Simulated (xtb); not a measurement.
Input file for xtb: GFN2-xTB on C3H7B (SMILES BCC=C), a point of a torsion scan.

```
$ xtb mol.xyz --gfn 2 --opt vtight --chrg 0 --uhf 0 --input xcontrol
11

B     -1.32944814     0.99386414     0.60347159
C     -0.59888392     0.13972969    -0.51945717
C      0.49035808    -0.64603057     0.12163661
C      1.27484488    -1.45761775    -0.58290898
H     -0.94652384     0.98469562     1.72200846
H     -2.52609393     1.05027981     0.53426950
H     -0.22860535     0.76589815    -1.35921255
H     -1.29710442    -0.57610789    -1.00871777
H      0.61180062    -0.52349788     1.19068744
H      1.08186194    -1.51871816    -1.64732598
H      2.04882050    -2.00227159    -0.06286808
$constrain
  force constant=1.0
  dihedral: 1,2,3,4,180.0
$end
```

It printed:

```
[...]
           -------------------------------------------------
          |                Calculation Setup                |
           -------------------------------------------------



           -------------------------------------------------
          |                 G F N 2 - x T B                 |
           -------------------------------------------------

        Reference                      10.1021/acs.jctc.8b01176
      * Hamiltonian:
        H0-scaling (s, p, d)           1.850000    2.230000    2.230000
        zeta-weighting                 0.500000
      * Dispersion:
        s8                             2.700000
        a1                             0.520000
        a2                             5.000000
        s9                             5.000000
      * Repulsion:
        kExp                           1.500000    1.000000
        rExp                           1.000000
      * Coulomb:
        alpha                          2.000000
        third order                    shell-resolved
        anisotropic                    true
        a3                             3.000000
        a5                             4.000000
        cn-shift                       1.200000
        cn-exp                         4.000000
        max-rad                        5.000000


          ...................................................
          :                      SETUP                      :
          :.................................................:
          :  # basis functions                  23          :
          :  # atomic orbitals                  23          :
          :  # shells                           15          :
          :  # electrons                        22          :
          :  max. iterations                   250          :
          :  Hamiltonian                  GFN2-xTB          :
          :  restarted?                      false          :
          :  GBSA solvation                  false          :
          :  PC potential                    false          :
          :  electronic temp.          300.0000000     K    :
          :  accuracy                    1.0000000          :
          :  -> integral cutoff          0.2500000E+02      :
          :  -> integral neglect         0.1000000E-07      :
          :  -> SCF convergence          0.1000000E-05 Eh   :
          :  -> wf. convergence          0.1000000E-03 e    :
          :  Broyden damping             0.4000000          :
          :  net charge                          0          :
          :  unpaired electrons                  0          :
          ...................................................

 iter      E             dE          RMSdq      gap      omega  full diag
   1    -11.1576230 -0.111576E+02  0.816E+00    5.27       0.0  T
   2    -11.3137751 -0.156152E+00  0.586E+00    2.11       1.0  T
   3    -11.3152128 -0.143767E-02  0.276E+00    4.09       1.0  T
   4    -11.3223916 -0.717881E-02  0.109E+00    3.16       1.0  T
   5    -11.3321239 -0.973225E-02  0.389E-01    3.48       1.0  T
   6    -11.3327205 -0.596600E-03  0.177E-01    3.54       1.0  T
   7    -11.3329524 -0.231921E-03  0.540E-02    3.44       1.0  T
   8    -11.3329686 -0.162109E-04  0.153E-02    3.46       2.0  T
   9    -11.3329700 -0.140892E-05  0.497E-03    3.45       6.1  T
  10    -11.3329703 -0.262875E-06  0.110E-03    3.46      27.3  T
  11    -11.3329703 -0.142161E-08  0.364E-04    3.46      82.8  T
  12    -11.3329703 -0.189959E-08  0.770E-05    3.46     391.6  T

   *** convergence criteria satisfied after 12 iterations ***

         #    Occupation            Energy/Eh            Energy/eV
      -------------------------------------------------------------
         1        2.0000           -0.6126059             -16.6699
       ...           ...                  ...                  ...
         5        2.0000           -0.4867025             -13.2438
         6        2.0000           -0.4794525             -13.0466
         7        2.0000           -0.4672305             -12.7140
         8        2.0000           -0.4293790             -11.6840
         9        2.0000           -0.4241995             -11.5431
        10        2.0000           -0.4077889             -11.0965
        11        2.0000           -0.3902722             -10.6198 (HOMO)
        12                         -0.2632799              -7.1642 (LUMO)
        13                         -0.1989272              -5.4131
        14                          0.1224325               3.3316
        15                          0.1290980               3.5129
        16                          0.1583603               4.3092
       ...                                ...                  ...
        23                          0.5839606              15.8904
      -------------------------------------------------------------
                  HL-Gap            0.1269923 Eh            3.4556 eV
             Fermi-
[...]
        0 min,  0.001 sec ( 48.264%)
 printout                       ...        0 min,  0.000 sec (  2.738%)

         :::::::::::::::::::::::::::::::::::::::::::::::::::::
         ::                     SUMMARY                     ::
         :::::::::::::::::::::::::::::::::::::::::::::::::::::
         :: total energy             -11.168218839939 Eh    ::
         :: gradient norm              0.000047629565 Eh/a0 ::
         :: HOMO-LUMO gap              3.857393475708 eV    ::
         ::.................................................::
         :: SCC energy               -11.359719485287 Eh    ::
         :: -> isotropic ES            0.020382702878 Eh    ::
         :: -> anisotropic ES          0.005391352292 Eh    ::
         :: -> anisotropic XC          0.007072442132 Eh    ::
         :: -> dispersion             -0.004733229448 Eh    ::
         :: repulsion energy           0.191500645164 Eh    ::
         :: add. restraining           0.000000000184 Eh    ::
         :: total charge               0.000000000000 e     ::
         :::::::::::::::::::::::::::::::::::::::::::::::::::::

           -------------------------------------------------
          |                Property Printout                |
           -------------------------------------------------

    * Orbital Energies and Occupations

         #    Occupation            Energy/Eh            Energy/eV
      -------------------------------------------------------------
         1        2.0000           -0.6120962             -16.6560
         2        2.0000           -0.5800830             -15.7849
         3        2.0000           -0.5380979             -14.6424
         4        2.0000           -0.5069049             -13.7936
         5        2.0000           -0.4834500             -13.1553
         6        2.0000           -0.4793049             -13.0426
         7        2.0000           -0.4735671             -12.8864
         8        2.0000           -0.4320457             -11.7566
         9        2.0000           -0.4172146             -11.3530
        10        2.0000           -0.4142356             -11.2719
        11        2.0000           -0.3936326             -10.7113 (HOMO)
        12                         -0.2518760              -6.8539 (LUMO)
        13                         -0.1957487              -5.3266
        14                          0.1074972               2.9251
        15                          0.1430237               3.8919
        16                          0.1903701               5.1802
        17                          0.1977958               5.3823
        18                          0.2119912               5.7686
        19                          0.2677094               7.2847
        20                          0.3608045               9.8180
        21                          0.3852563              10.4834
        22                          0.4505503              12.2601
        23                          0.6211761              16.9031
      -------------------------------------------------------------
                  HL-Gap            0.1417566 Eh            3.8574 eV
             Fermi-level           -0.3227543 Eh           -8.7826 eV

     #   Z          covCN         q      C6AA      α(0)
     1   5 B        2.779     0.241    17.715     7.037
     2   6 C        3.729    -0.143    23.357     6.899
     3   6 C        2.884    -0.029    28.719     8.786
     4   6 C        2.837    -0.098    30.465     9.045
     5   1 H        0.939    -0.089     5.177     3.557
     6   1 H        0.939    -0.096     5.404     3.634
     7   1 H        0.924     0.061     2.183     2.311
     8   1 H        0.924     0.061     2.187     2.313
     9   1 H        0.925     0.031     2.573     2.509
    10   1 H        0.926     0.030     2.582     2.513
    11   1 H        0.926     0.029     2.598     2.521

 Mol. C6AA /au·bohr⁶  :       1040.716119
 Mol. C8AA /au·bohr⁸  :      23682.810244
 Mol. α(0) /au        :         51.124670


Wiberg/Mayer (AO) data.
largest (>0.10) Wiberg bond orders for each atom

 ---------------------------------------------------------------------------
     #   Z sym  total        # sym  WBO       # sym  WBO       # sym  WBO
 ---------------------------------------------------------------------------
     1   5 B    3.141 --     2 C    1.072     5 H    0.981     6 H    0.980
     2   6 C    3.975 --     1 B    1.072     3 C    1.022     8 H    0.924
                             7 H    0.923
     3   6 C    3.990 --     4 C    1.981     2 C    1.022     9 H    0.968
     4   6 C    3.992 --     3 C    1.981    11 H    0.977    10 H    0.977
     5   1 H    0.992 --     1 B    0.981
     6   1 H    0.991 --     1 B    0.980
     7   1 H    0.996 --     2 C    0.923
     8   1 H    0.996 --     2 C    0.924
     9   1 H    0.999 --     3 C    0.968
    10   1 H    0.999 --     4 C    0.977
    11   1 H    0.999 --     4 C    0.977
 ---------------------------------------------------------------------------

Topologies differ in total number of bonds
Writing topology from bond orders to xtbtopo.mol

molecular dipole:
                 x           y           z       tot (Debye)
 q only:       -0.103       0.045      -0.118
   full:       -0.045      -0.028      -0.242       0.629
molecular quadrupole (traceless):
                xx          xy          yy          xz          yz          zz
 q only:       -0.231       0.923      -0.104       0.595      -0.425       0.336
  q+dip:       -0.702      -0.013      -1.250       1.446       0.022       1.952
   full:       -0.572       1.668       0.001       0.965      -0.693       0.571

           -------------------------------------------------
          |                Geometry Summary                 |
           -------------------------------------------------

      molecular mass/u    :       53.8988210
   center of mass at/Å    :       -0.0451532      -0.3117717      -0.0814512
  moments of inertia/u·Å² :        0.1528801E+02   0.1213557E+03   0.1336673E+03
rotational constants/cm⁻¹ :        0.1102670E+01   0.1389109E+00   0.1261163E+00

 * 9 selected distances

     #   Z          #   Z                                           value/Å
     1   5 B        2   6 C                                       1.5660542 (max)
     3   6 C        4   6 C                                       1.3206375
     1   5 B        5   1 H                                       1.1692195
     1   5 B        6   1 H                                       1.1700878
     2   6 C        7   1 H                                       1.0971517
     2   6 C        8   1 H                                       1.0970366
Note: The following floating-point exceptions are signalling: IEEE_UNDERFLOW_FLAG IEEE_DENORMAL
normal termination of xtb
     3   6 C        9   1 H                                       1.0816422
     4   6 C       10   1 H                                       1.0788775
     4   6 C       11   1 H                                       1.0768814 (min)

 * 4 distinct bonds (by element types)

   Z      Z             #   av. dist./Å        max./Å        min./Å
   1 H    5 B           2     1.1696537     1.1700878     1.1692195
   1 H    6 C           5     1.0863179     1.0971517     1.0768814
   5 B    6 C           1     1.5660542     1.5660542     1.5660542
   6 C    6 C           1     1.3206375     1.3206375     1.3206375


optimized geometry written to: xtbopt.xyz


           -------------------------------------------------
          | TOTAL ENERGY              -11.168218839939 Eh   |
          | GRADIENT NORM               0.000047629565 Eh/α |
          | HOMO-LUMO GAP               3.857393475708 eV   |
           -------------------------------------------------

------------------------------------------------------------------------
------------------------------------------------------------------------
 total:
 SCF:
 ANC optimizer:
```

The run finished.

Warnings raised: the energy holds the restraint's term.

Cost: about 0.11 core-seconds (a rough figure).
